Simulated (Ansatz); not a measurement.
Which isomer of BH5OSi2 gives these data?

These gas-phase data were calculated for one isomer of BH5OSi2 at PBE0-D3(BJ)/def2-SVP (harmonic, unscaled wavenumbers; equilibrium rotational constants with average atomic masses):

| Item | Value |
| --- | --- |
| rotational constants | 6.881, 4.387, 2.861 GHz |
| all wavenumbers above 1500 cm⁻¹ | 2619, 2247, 2234, 2233, 2222 |
| dipole moment | 1.16 D (PBE0/def2-TZVPD) |

Candidates:

(1) `O=B[SiH2][SiH3]`, a singlet
(2) `B1O[SiH2][SiH2]1`, a singlet

**Question.** Which structure fits?

**Answer.** Candidate (2). The band at 2619 cm⁻¹ lies where the B–H stretch is expected; (1) has no mode between 2350 and 2900 cm⁻¹.

The same quantities for all candidates:

```
     rotational constants (GHz)         wavenumbers above 1500 cm⁻¹  dipole (D)  E above the lowest, PBE0-D3(BJ)/def2-SVP (kcal/mol)
(1)         8.486, 1.934, 1.636  2252, 2248, 2241, 2236, 2231, 2036        3.57                                                  0.0
(2)         6.881, 4.387, 2.861        2619, 2247, 2234, 2233, 2222        1.16                                                  2.0
```

Harmonic stretches to hydrogen usually lie a few per cent above observed fundamentals. Each candidate is one conformer. Programs: Ansatz 0.2.0.
